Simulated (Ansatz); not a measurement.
Ideal-gas functions of `[F][Sn]([F])([F])[I]` at 298.15 K and 1 bar, from an Ansatz frequency run at PBE0-D4/def2-TZVP.

Molar mass 302.61 g/mol, point group C3v (symmetry number 3), electronic degeneracy 1, moments of inertia 171.845, 703.969, 703.978 u Å². Harmonic wavenumbers (cm⁻¹, unscaled): 99, 99, 170, 170, 173, 239, 651, 664, 664.

Use S(trans) = R[1.5 ln M + 2.5 ln T − 1.1517]; rotational temperatures θ = 24.2544 K / I; S(rot) = R[ln(√π/σ · √(T³/θAθBθC)) + 1.5]; for each mode x = 1.438777 ν̃/T, S = R[x/(eˣ − 1) − ln(1 − e⁻ˣ)] and H = RT x/(eˣ − 1); 1 cm⁻¹ = 0.0119627 kJ/mol; R = 8.31446 J/(mol·K).

**Question.** By hand: the entropy, in J/(mol·K).

**Answer.** Translation 180.1. Rotation: θ = 0.1411, 0.0345, 0.0345 K, giving 115.3. Vibration, mode by mode: 14.53, 14.53, 10.19, 10.19, 10.05, 7.57, 1.55, 1.47, 1.47, in all 71.6. Electronic 0.0. Sum 367.0 J/(mol·K).

**Question.** By hand: H − E and G − E in kJ/mol, counted from the electronic energy.

**Answer.** Zero-point energy ½ × 2929 × 0.0119627 = 17.5; thermal vibration 11.0; translation, rotation and pV give 4 RT = 9.9. H − E = 38.4 kJ/mol, and G − E = 38.4 − 298.15 × 367.0/1000 = -71.0 kJ/mol.

Vibration gives 20 % of the entropy, 29.1 J/(mol·K) of it from the modes under 150 cm⁻¹: soft modes count most, and the harmonic formula is weakest for them.
